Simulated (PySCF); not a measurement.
## Simulated absorption spectrum

Species: C6H9N.
SMILES: `CC1=CC=CN1C`

Level of theory: TDDFT PBE0/def2-SVPD, vertical, gas phase, core orbitals frozen in the response in PySCF 2.14.0, density-fitted response routines. Isolated species at its PBE0-D3(BJ)/def2-SVP geometry, gas phase.

Computed states:

| state | E (eV) | f |
| --- | --- | --- |
| S1 | 5.34 | 0.0034 |
| S2 | 6.12 | 0.013 |
| S3 | 6.22 | 0.020 |
| S4 | 6.22 | 0.178 |
| S5 | 6.25 | 0.0015 |
| S6 | 6.44 | 0.010 |
| S7 | 6.81 | 0.0016 |
| S8 | 7.04 | 0.011 |
| S9 | 7.05 | 0.0062 |
| S10 | 7.12 | 0.0005 |

Each state is given a Gaussian of 0.5 eV full width at half maximum, with ε(max) = 2.175×10⁸ f / Δν̃ (Δν̃ the width in cm⁻¹). The width is an assumption, not a result. The curve ends short of the highest state used, and states not computed would add to its high-energy end.

**Question.** What does the envelope look like, and where are its maxima?

**Answer.** 
```tsv
E (eV)	ε (L mol⁻¹ cm⁻¹)
4.59	0
4.64	1
4.68	1
4.73	3
4.77	5
4.82	9
4.86	14
4.91	23
4.95	33
5.00	50
5.04	66
5.09	90
5.13	111
5.17	131
5.22	154
5.26	169
5.31	181
5.35	185
5.40	183
5.44	180
5.49	180
5.53	193
5.58	242
5.62	324
5.67	515
5.71	766
5.76	1248
5.80	1801
5.85	2736
5.89	3686
5.94	5104
5.98	6372
6.03	8012
6.07	9257
6.12	10565
6.16	11298
6.21	11708
6.25	11594
6.30	10922
6.34	10028
6.39	8605
6.43	7344
6.48	5769
6.52	4606
```

Maxima: 231 nm (5.36 eV), ε about 180, made up of S1 (98%) (hardly more than a shoulder); 199 nm (6.22 eV), ε about 12000, made up of S4 (82%) (ε in L mol⁻¹ cm⁻¹; maxima over ε = 5, shares over 10%).

**Question.** What would ε be at 6.22 eV, the highest of these maxima, with half the width (0.25 eV)?

**Answer.** About 22600 L mol⁻¹ cm⁻¹ against 11700, a factor of about 1.9; a lone state at its own centre would give exactly 2.

**Question.** Coming from long wavelengths, where does ε first pass 100 L mol⁻¹ cm⁻¹?

**Answer.** At about 243 nm (5.11 eV), 0.23 eV below S1.

**Question.** On this curve, what absorbance would a 10⁻³ mol/L sample give at 254 nm over a 1 cm path?

**Answer.** 254 nm is 4.881 eV, where ε is about 17 L mol⁻¹ cm⁻¹, so A = ε c l ≈ 0.017 (Beer–Lambert, with the gas-phase spectrum and the assumed width).

All these states lie below the vertical ionisation energy of 7.66 eV (ΔSCF).

On an Arm Neoverse N1 with one thread, no GPU (shared host), this took 3.2 min.
